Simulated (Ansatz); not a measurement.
C3H6OSSi can be A, `C=C=C(S)O[SiH3]`, or B, `C=C([SiH3])C(=O)S`.

Gas-phase electronic energies from Ansatz, PBE0-D4/def2-TZVP geometries. CCSD(T)/CBS adds triple-zeta CCSD(T) − MP2 to the extrapolated MP2 energy (def2 sets, frozen cores). DFT in def2-TZVPP. B3LYP here is the variant with VWN-RPA as its local correlation; programs differ in this. One conformer a species, not always the lowest.

Q: Which isomer does CCSD(T)/CBS put lower? Give the gap. (Estimate.)

A: Ansatz gave: B, by 11.9 kcal/mol.

Q: Give E(B) − E(A) in kcal/mol with MP2/def2-TZVPP, PBE-D4, r2SCAN-D4, CCSD(T)/def2-TZVPP, HF/def2-TZVPP, B3LYP-D4, B3LYP. (An estimate is asked.)

A: Ansatz gave: MP2/def2-TZVPP -12.7, PBE-D4 -14.2, r2SCAN-D4 -13.0, CCSD(T)/def2-TZVPP -12.7, HF/def2-TZVPP -10.2, B3LYP-D4 -11.3, B3LYP -10.4. None reverses the order clearly.

Largest T1 diagnostic: 0.016.

From PBE to PBE0 (25 % exact exchange), in def2-TZVPP and without D4, E(B) − E(A) moves by +1.1 kcal/mol. In def2-TZVPP, CCSD(T) changes the Hartree–Fock value by −2.5 kcal/mol (the triples alone add −1.2 kcal/mol) and MP2 by −2.5 kcal/mol.
